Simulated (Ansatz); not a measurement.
`NC(=S)[SiH2]O` from Hartree–Fock to CCSD(T)

Cartesian coordinates in Å:
```
N -0.848 1.172 -0.865
C -0.187 0.968 0.271
S 0.055 2.078 1.459
Si 0.562 -0.716 0.615
O 0.171 -1.615 -0.721
H -1.255 2.076 -1.060
H -0.946 0.427 -1.537
H 2.030 -0.582 0.771
H -0.036 -1.281 1.848
H 0.455 -2.528 -0.780
```

Charge 0, multiplicity 1. The structure was optimised at the PBE0-D4/def2-TZVP level. It is one conformer, not always the lowest. Frozen core, restricted reference, Ansatz 0.2.0. CBS rows extrapolate triple and quadruple zeta; past MP2 they add the triple-zeta difference.

```csv
basis,HF (Eh),MP2 corr.,CCSD corr.,(T),CCSD(T) total
def2-TZVPP,-856.70211,-0.90129,?,-0.04226,?
def2-QZVPP,?,-0.97157,–,–,–
CBS(def2),?,-1.02363,?,as TZ,?
```

(1) Fill in the withheld values. (Best estimate.)

Answers

(1) The calculation gave: def2-TZVPP CCSD corr.: -0.93795; def2-TZVPP CCSD(T) total: -857.68232; def2-QZVPP HF (Eh): -856.73062; CBS(def2) HF (Eh): -856.73455; CBS(def2) CCSD corr.: -1.06030; CBS(def2) CCSD(T) total: -857.83711.
